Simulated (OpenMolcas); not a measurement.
**What dynamic correlation does to the levels of W II**

```json
{
 "Program": "OpenMolcas",
 "Basis": "ANO-R3 [9s7p6d4f3g2h]",
 "Scalar Hamiltonian": "X2C, finite nucleus",
 "Active space": "5 electrons in 6 orbitals (5d 6s)",
 "State averaging": "2S+1 = 6 even, 6 roots; 2S+1 = 4 even, 81 roots kept (CI in the orbitals of an earlier block); 2S+1 = 2 even, 125 roots kept (CI in the orbitals of an earlier block, 113 in the spin-orbit step)",
 "Spin-orbit coupling": "state interaction with AMFI integrals over the reference wave functions, term energies averaged over their components"
}
```

Methods on the same reference wave functions:
A. CASSCF
B. SS-CASPT2, IPEA 0.25 Eh, imaginary shift 0.1 Eh (closed shells correlated: 5s 5p)
C. MS-CASPT2, IPEA 0.25 Eh, imaginary shift 0.1 Eh (closed shells correlated: 5s 5p)

Energies in eV above 5d⁴ 6s ⁶D_1/2, the measured ground level; measured values from NIST Handbook of Basic Atomic Spectroscopic Data.

| Level | A | B | C | Measured |
| --- | --- | --- | --- | --- |
| 5d⁴ 6s ⁶D_1/2 | 0.0000 | 0.0000 | 0.0000 | 0.0000 |
| 5d⁴ 6s ⁶D_3/2 | 0.1637 | 0.2028 | 0.2028 | 0.1883 |
| 5d⁴ 6s ⁶D_5/2 | 0.3621 | 0.420 | 0.420 | 0.3933 |
| 5d⁴ 6s ⁶D_7/2 | 0.5624 | 0.607 | 0.607 | 0.5847 |
| 5d⁴ 6s ⁶D_9/2 | 0.7633 | 0.770 | 0.770 | 0.7621 |
| 5d⁵ ⁶S_5/2 | 1.0385 | 0.960 | 0.960 | 0.9200 |
| 5d⁴ 6s ⁴P_1/2(1) [59 %] | 1.5160 | 1.163 | 1.163 |  |
| 5d⁴ 6s ⁴F_3/2(1) [58 %] | 2.0068 | 1.461 | 1.461 |  |
| 5d⁴ 6s ⁴D_1/2(1) [65 %] | 2.2794 | 1.692 | 1.692 |  |
| 5d⁴ 6s ⁴H_7/2 [50 %] | 2.4709 | 2.018 | 2.018 |  |
| 5d⁴ 6s ⁴D_3/2(1) [68 %] | 2.4842 | 1.924 | 1.924 |  |
| 5d⁴ 6s ⁴H_11/2 [57 %] | 2.6404 | 2.274 | 2.274 |  |
| 5d⁴ 6s ⁴H_13/2 | 2.9014 | 2.529 | 2.529 |  |
| 5d⁴ 6s ⁴G_9/2 [52 %] | 2.9501 | 2.508 | 2.508 |  |
| 5d⁴ 6s ⁴G_11/2 [53 %] | 3.0989 | 2.706 | 2.706 |  |
| 5d⁴ 6s ²F_5/2(1) [61 %] | 3.1553 | 2.555 | 2.555 |  |
| 5d⁴ 6s ⁴D_3/2(2) [58 %] | 3.5972 | 2.935 | 2.935 |  |
| 5d⁴ 6s ⁴F_5/2(2) [59 %] | 3.6491 | 2.746 | 2.746 |  |
| 5d⁴ 6s ⁴D_5/2(2) | 3.7423 | 3.109 | 3.109 |  |
| 5d⁴ 6s ²H_11/2(1) [64 %] | 3.8158 | 3.059 | 3.059 |  |
| 5d⁵ ⁴G_5/2 [58 %] | 4.0968 | 3.376 | 3.376 |  |
| 5d⁴ 6s ²I_11/2 [62 %] | 4.1766 | 3.504 | 3.504 |  |
| 5d⁴ 6s ²I_13/2 | 4.2639 | 3.663 | 3.663 |  |

Deviations, from unrounded energies. A percentage is the sum of absolute deviations over the sum of measured energies, with the sign that they share, or ± where signs differ.

```json
{"Against measurement": "mean absolute deviation (cm-1)", "Levels": "5", "A": "320", "B": "180", "C": "180"}
{"Against measurement": "fine structure of the ground term (%)", "Levels": "4", "A": "±4.1", "B": "+3.7", "C": "+3.7"}
{"Against measurement": "other configurations (%)", "Levels": "1", "A": "+12.9", "B": "+4.4", "C": "+4.4"}
```

B, C lie about equally close to measurement and A furthest from it. The largest miss of B in the table is 5d⁵ ⁶S_5/2, by +320 cm-1. The ranking rests on the paired levels alone, and a cruder setting can come out closer through cancelling errors.

Between B and C no level of the table moves by more than 5 cm-1.

The two smallest mean deviations differ by little beside CASPT2's spread within terms, so their order carries little weight.

From A to B the spin-free energies of the other terms of 5d⁴ 6s shown, above ⁶D, scale by factors of 0.64 to 0.81.

The lowest spin-free term lies below A's lowest term by 0.340 hartree in B, 0.340 hartree in C.

CASPT2 does not keep the components of a term degenerate, so their means are used; among the terms shown or strongly mixed into the levels shown the widest spread is 730 cm-1 (5d⁴ 6s ²H(1), C). Some high roots are left out of the spin-orbit mixing, which shifts the levels that they would mix with. Terms from blocks run as CI alone lack orbitals of their own. Configurations are named by rounded mean occupations; where the s occupation lies near a half they are strongly mixed, a name can repeat and a true partner stay unpaired. A single d shell beside an s shell can misplace configurations of different d count against each other. Without dynamic correlation excited terms often stand tens of per cent too high (terms of higher spin than the ground term too low), and those without a measured partner can miss by more than the paired ones (holds for A). Blocks of more than 70 roots (2S+1 = 4 even, 2 even) ran without multistate coupling (holds for C). Measured partners are found by configuration, term and J. A level has none where our copy of the source lacks it or the pairing is in doubt (some pairs that miss far off the trend of their configuration count as doubtful), and it then counts in no deviation. Only configurations of the active space appear. The table leaves out levels that lie high or whose names do not pair safely across all columns.

A share in square brackets marks a mixed level and gives the weight of the term that names it, the lowest over the columns. A number in round brackets counts repeated terms of one configuration in the order of the reference energies.
